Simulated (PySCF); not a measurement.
# Substituent effects on chemical shifts

Parent skeleton `[O:1]=[S:2]1[CH2:3][CH2:4][CH2:5][CH2:6][CH2:7]1`; one hydrogen on atom 5 is replaced by X. Hydrogens on one atom are averaged.

- geometry from GFN2-xTB
- GIAO PBE0/pcSseg-1 shieldings
- program: PySCF 2.14.0 with density-fitted response routines
- equivalent nuclei averaged, relativity neglected, isolated molecule, one conformer

References, each an isolated molecule treated in the same way: 17O (σ = 336.08 ppm) against H2O; CS2 for 33S (σ = 503.73 ppm); 13C (σ = 186.93 ppm), 1H (σ = 31.72 ppm) vs TMS.

Parent (X = H): O1 71.6, S2 327.7, C3/C7 63.1, C4/C6 26.5, C5 30.5, H(C3)/H(C7) 2.81, H(C4)/H(C6) 1.68, H(C5) 1.42 ppm. Effects are Δδ = δ(X) − δ(H), positive for deshielding.

Problem. Give Δδ (ppm) for X = CHO, CHCl2, NHCH3.

Solution. 
```
    X                      SMILES     O1     S2  C3/C7  C4/C6     C5  H(C3)/H(C7)  H(C4)/H(C6)  H(C5)
  CHO     O=C[C@H]1CC[S@@](=O)CC1  -37.7  -53.4   -8.8   -8.8  +23.3        -0.44        +0.63  +0.22
CHCl2  O=[S@]1CC[C@H](C(Cl)Cl)CC1   -3.0   +1.5   -2.2   +0.8  +21.9        +0.02        +0.21  +0.28
NHCH3       CN[C@H]1CC[S@](=O)CC1  -46.6  -56.2  -16.1   -4.6  +26.5        -0.26        +0.60  +1.23
```

Problem. Which position responds most, and to which substituents?

Solution. S2: from -56.2 ppm with NHCH3 to +1.5 ppm with CHCl2.

Unscaled 17O shifts of doubly bonded oxygen tend to come out too high, by tens of ppm or more. Experimental scales use liquid or dissolved standards, which lie at an offset from isolated H2O (liquid H2O: subtract about 36 ppm).
